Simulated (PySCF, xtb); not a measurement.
C2H7BS2, SMILES CSBSC.

GFN2-xTB (xtb) at its own geometry gives an orbital gap of 3.65 eV and a dipole moment of 3.69 D.

Geometry optimised at B3LYP-D3(BJ)/def2-SVP. The structure was generated by enumeration, and PubChem lists no compound with its InChIKey, so it may never have been made. Other conformers were not sampled.

Problem. What does CAM-B3LYP/def2-TZVP (PySCF) give? (An estimate is asked for; the answer gives what the named calculation found.)

Solution. gap 8.24 eV (levels -7.96 and 0.29 eV), dipole 2.30 D.
